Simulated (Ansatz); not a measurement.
C2H7AlBF, relaxed with RKS PBE-D4/def2-SVP in Ansatz 0.2.0 from a rough embedded geometry. The force threshold is 0.03 eV/Å; the program also tests the step.

The species carries charge 0 and has multiplicity 1. The bonds changed during the relaxation, so this is another structure than the one it started from.

Start:

```xyz
12

B     0.691    0.597   -1.320
C    -0.328   -0.066   -0.393
Al    0.464   -1.802    0.210
C    -0.680    0.855    0.866
F    -1.271    1.992    0.348
H     1.784    0.988   -0.963
H     0.438    0.817   -2.475
H    -1.246   -0.279   -0.921
H     1.895   -1.741    0.828
H    -0.560   -2.811    0.973
H    -1.404    0.327    1.459
H     0.218    1.123    1.388
```

```csv
step,energy (eV),largest force (eV/Å),largest move (Å)
1,-12159.5664,2.716,0.000
2,-12159.9655,1.374,0.192
3,-12160.0650,0.356,0.160
4,-12160.1020,0.587,0.197
5,-12160.1527,0.282,0.200
6,-12160.1716,0.127,0.092
7,-12160.1906,0.124,0.151
8,-12160.2059,0.173,0.198
9,-12160.2215,0.308,0.196
10,-12160.2460,0.248,0.191
11,-12160.2894,0.393,0.195
12,-12160.3472,0.266,0.195
13,-12160.3663,0.344,0.194
14,-12160.3758,0.152,0.167
15 (rejected),-12160.3492,0.318,0.130
16,-12160.3846,0.090,0.055
17,-12160.3858,0.036,0.022
18,-12160.3878,0.074,0.060
19,-12160.3892,0.116,0.070
20,-12160.3907,0.090,0.045
21,-12160.3924,0.135,0.086
22,-12160.3932,0.092,0.043
23,-12160.3938,0.073,0.032
24,-12160.3942,0.056,0.018
25,-12160.3943,0.012,0.014
```

End:

```xyz
12

B     0.698    0.349   -1.064
C    -0.459    0.206   -0.146
Al    0.575   -1.653   -0.110
C    -0.778    1.196    0.945
F    -1.764    2.081    0.517
H     1.568    1.192   -1.040
H     0.981   -0.673   -1.771
H    -1.331   -0.428   -0.423
H     1.950   -1.956    0.642
H    -0.414   -2.786   -0.636
H    -1.157    0.694    1.866
H     0.130    1.778    1.219
```

It took 29 s on 4 threads of an AMD EPYC 7B13 on a shared host, with 0.18 GiB of host memory at the peak.
